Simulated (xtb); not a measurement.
C3H9O, charge +1, singlet, at a GFN2-xTB geometry. Base run: xtb with GFN2-xTB.

Geometry (Å):
```xyz
13

O      0.0559    -0.6833     0.1078
C     -0.0127     0.7874     0.0412
C      1.3836    -1.2403    -0.0357
C     -1.4661     1.1933    -0.0261
H      0.4619     1.1476     0.9559
H      0.5492     1.1395    -0.8284
H      1.3041    -2.3234     0.0451
H      1.8395    -0.9656    -0.9877
H      1.9926    -0.8659     0.7863
H     -1.9348     0.8532    -0.9473
H     -2.0181     0.8042     0.8255
H     -1.5345     2.2773    -0.0007
H     -0.5358    -1.0430    -0.5878
```
Charge +1, spin multiplicity 1.
All else is at xtb's defaults.
Base energy -14.60331 Eh.

Variants of this job, named by their change:

```csv
change,ΔE vs base (kJ/mol),HOMO-LUMO gap (eV),G_solv (kcal/mol),SCF cycles
base,0.00,9.02,-,9
etemp = 3000,0.00,9.02,-,9
alpb = ether,-218.1,9.28,-52.77,9
etemp = 5000,-0.01,9.02,-,9
gbsa = methanol,___,___,___,10
alpb = acetonitrile,___,___,___,9
etemp = 10000,-2.79,9.06,-,9
etemp = 1000,0.00,9.02,-,9
```

Problem. Complete the blanks.

Solution. 
- gbsa = methanol, ΔE vs base (kJ/mol): -260.1
- gbsa = methanol, HOMO-LUMO gap (eV): 9.41
- gbsa = methanol, G_solv (kcal/mol): -63.08
- alpb = acetonitrile, ΔE vs base (kJ/mol): -237.6
- alpb = acetonitrile, HOMO-LUMO gap (eV): 9.33
- alpb = acetonitrile, G_solv (kcal/mol): -57.34

ALPB and GBSA are two models with their own fitted parameters for each solvent, which aren't always the measured dielectric constant.
